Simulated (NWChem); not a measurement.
System: BNH$_{3}$F; SMILES NBF

The following NWChem deck was run.

```
start job
memory heap 200 mb stack 900 mb global 1100 mb
geometry units angstroms
  B     -0.164711    -0.474557    -0.103618
  H     -0.461055    -1.598972    -0.230010
  F      0.670228    -0.141396     0.881438
  N     -0.631970     0.536766    -0.920633
  H     -0.361120     1.497116    -0.790120
  H     -1.262035     0.397921    -1.689034
end
basis spherical
  * library 6-31g*
end
dft
  xc b3lyp
  iterations 150
end
driver
  maxiter 120
end
task dft optimize
task dft freq
```

B3LYP is NWChem's, with the RPA form of VWN correlation.

The level has its own optimisation; frequencies are unscaled.

Give the results of this calculation. (B3LYP/6-31G* (spherical d).) Quantities: r B–H (Å); r B–F (Å); r B–N (Å); r H–N (Å); highest harmonic frequency (cm⁻¹); lowest (cm⁻¹); zero-point energy (kcal/mol); dipole (D).

The r B–H (Å) is 1.196 and the r B–F (Å) is 1.343. The r B–N (Å) is 1.398. The r H–N (Å) is 1.010. The highest harmonic frequency (cm⁻¹) is 3698 and the lowest (cm⁻¹) comes out as 434. The zero-point energy (kcal/mol) is 26.7 and the dipole (D) is 2.40.
